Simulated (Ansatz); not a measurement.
Input:

```yaml
crystal:
  periodic: [false, false, false]
  atoms:
    - { symbol: Ge, position_ang: [0.0, 0.0, 0.0] }
    - { symbol: Cl, position_ang: [1.3501, 0.0, 2.0083] }
    - { symbol: H, position_ang: [1.741, 0.0, 0.178] }
    - { symbol: O, position_ang: [-0.8337, 1.4443, -0.5894] }
    - { symbol: H, position_ang: [-1.7915, 1.2136, -0.8118] }
    - { symbol: H, position_ang: [-0.73, -1.2648, -0.5162] }
basis:
  gaussian: { orbitals: def2-SVP }
hamiltonian:
  xc: pbe
  dispersion: d4
relax:
  f_tol: 0.15
  max_steps: 25
  restrain:
    - { distance: [1, 2], at: 2.57, k: 30.0 }
    - { distance: [0, 1], at: 2.22, k: 30.0 }
    - { distance: [0, 2], at: 1.55, k: 30.0 }
output:
  orbitals: {}
```

Launched with:

```bash
$ ansatz run input.yaml --threads 1 --pin off --max-ram 2048MiB --backend cpu --events-out ev --progress --plain --runs-dir out
```

Hardware: 1 thread of Arm Neoverse V1, on a shared host.

Roughly how long does this run take, and how much memory?

12 s, with a peak of 0.14 GiB, for 5 ionic steps.
